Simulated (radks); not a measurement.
Species: the iodine ion I+. Configuration: [Kr] 4d10 5s2 5p3 5d1 (not the ground configuration). All-electron calculation, scalar-relativistic Kohn-Sham, LDA (Slater exchange, Perdew-Wang correlation), spin-polarised, spherical densities, finite nucleus; open shells are filled with parallel spins first (spin-orbit coupling, left out, can overturn this in heavy ions); Fermi nuclear charge, rms radius 4.75 fm. Program: a radial shooting solver on a logarithmic mesh with Libxc functionals.

Normalised radial functions P(r) = r R(r), r in bohr:

```
   r/bohr * 5p up, o 5p down, + 5d up (the largest magnitude, 0.762, reaches the edge; | marks zero, & curves that meet)
 0.002379                             &
 0.003224                             &
 0.004369                             &
 0.005969                             &
 0.008089                             +&
  0.01096                             +&
  0.01498                             + &
   0.0203                             + &
  0.02751                             +  &
  0.03728                             +    &
  0.05093                             |+    &
  0.06903                             | +   &
  0.09355                             |  &
   0.1278                            &|   +
   0.1732                       &     |    +
   0.2348                    &        |   +
   0.3182                         &   |+
   0.4346                         +   |     &
   0.5891                     +       |            &
   0.7983                      +      |       &
    1.091                      &    + |
    1.478       &                     |      +
    2.003  &                          |              +
    2.715        &                    |                   +
    3.709                  &          |                 +
    5.027                         o*  |            +
    6.813                            &|     +
    9.307                             & +
    12.61                             &
```

5p up: eigenvalue -18.453 eV, 3 radial nodes at r = 0.119, 0.362, 0.958 bohr, <r> = 2.25 bohr, 90 % of the charge inside 3.31 bohr. 5p down (empty): eigenvalue -16.104 eV, 3 radial nodes at r = 0.119, 0.361, 0.954 bohr, <r> = 2.27 bohr, 90 % of the charge inside 3.37 bohr. 5d up: eigenvalue -5.881 eV, 2 radial nodes at r = 0.345, 1.17 bohr, <r> = 3.69 bohr, 90 % of the charge inside 5.64 bohr.
